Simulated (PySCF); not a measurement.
CH6F2OSi2, SMILES C[Si](F)(F)O[SiH3].

The structure is a stationary point at PBE-D3(BJ)/def2-SVP. Other conformers were not sampled.

Level of theory: PBE-D3(BJ)/def2-SVP run with PySCF.

Frequencies are harmonic and unscaled.

Computed normal modes with their intensities:
```csv
mode,ν (cm⁻¹),IR (km/mol),moving atoms (share of kinetic energy)
1,25,1.3,"F 33 %, O 29 %, Si 21 %, H 13 %"
2,38,0.0,H 96 %
3,67,2.7,"Si 31 %, F 25 %, O 19 %, H 16 %, C 9 %"
4,114,0.0,H 98 %
5,191,1.2,"C 27 %, H 24 %, F 22 %, Si 15 %, O 11 %"
6,202,0.0,"F 48 %, C 21 %, H 21 %"
7,296,16.5,"F 62 %, Si 17 %, O 15 %"
8,312,12.2,"F 43 %, O 32 %, Si 17 %, H 8 %"
9,366,58.7,"F 32 %, Si 23 %, O 20 %, C 18 %"
10,565,1.7,"Si 36 %, H 17 %, O 17 %, F 16 %, C 14 %"
11,699,44.1,"H 83 %, Si 9 %, O 8 %"
12,711,43.1,"H 80 %, O 10 %, Si 9 %"
13,715,10.7,"H 33 %, C 27 %, Si 20 %, F 19 %"
14,757,3.6,"H 67 %, C 21 %, F 12 %"
15,794,92.6,"H 48 %, Si 24 %, C 22 %"
16,885,130.7,"Si 42 %, F 37 %, H 14 %"
17,913,35.5,H 93 %
18,918,86.2,H 95 %
19,937,199.2,"Si 49 %, F 41 %"
20,953,450.1,"H 75 %, Si 17 %"
21,1074,432.6,"O 69 %, Si 21 %, H 10 %"
22,1236,53.7,"H 75 %, C 23 %"
23,1377,4.8,H 96 %
24,1379,2.8,H 96 %
25,2173,72.7,H 98 %
26,2181,120.9,H 96 %
27,2194,114.5,H 96 %
28,2992,0.1,H 97 %
29,3095,0.3,"H 91 %, C 9 %"
30,3097,0.4,"H 91 %, C 9 %"
```
